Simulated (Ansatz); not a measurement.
# A relaxation, step by step

CuH₂S (charge +1), singlet, PBE0-D4/def2-TZVP (Ansatz 0.2.0). Settings:

```yaml
hamiltonian: {xc: pbe0, dispersion: d4}
relax: {f_tol: 0.005, max_steps: 200}
```

Start:

```xyz
4
angstrom
Cu -0.8307 -0.3108 -1.5918
S 0.2914 -0.4814 0.2980
H 1.1142 0.6087 0.1647
H -0.5748 0.1835 1.1291
```

```tsv
step	energy less the last (meV)	largest force component (eV/Å)
1	13.4	0.665
2	2.2	0.270
3	0.1	0.019
4	0.0	0.004
```

Step 2, positions (Å) and forces (eV/Å):

```
atom       x       y       z      Fx      Fy      Fz
 Cu1  -0.827  -0.303  -1.582  -0.036   0.000  -0.064
  S2   0.299  -0.482   0.311   0.018   0.270   0.151
  H3   1.102   0.603   0.157  -0.120  -0.168   0.030
  H4  -0.574   0.181   1.114   0.139  -0.102  -0.118
```

Step 3, positions (Å) and forces (eV/Å):

| atom | x | y | z | Fx | Fy | Fz |
| --- | --- | --- | --- | --- | --- | --- |
| Cu1 | -0.831 | -0.305 | -1.590 | -0.009 | 0.003 | -0.014 |
| S2 | 0.298 | -0.476 | 0.312 | 0.012 | -0.017 | 0.013 |
| H3 | 1.099 | 0.600 | 0.164 | 0.016 | 0.011 | -0.010 |
| H4 | -0.565 | 0.181 | 1.114 | -0.019 | 0.002 | 0.010 |

Last step (4):

| atom | x (Å) | y (Å) | z (Å) |
| --- | --- | --- | --- |
| Cu1 | -0.8310 | -0.3047 | -1.5897 |
| S2 | 0.2987 | -0.4760 | 0.3133 |
| H3 | 1.0996 | 0.6002 | 0.1622 |
| H4 | -0.5674 | 0.1805 | 1.1141 |

The run took about 7.5 s on 2 CPU threads of an Arm Neoverse V2 (shared host).
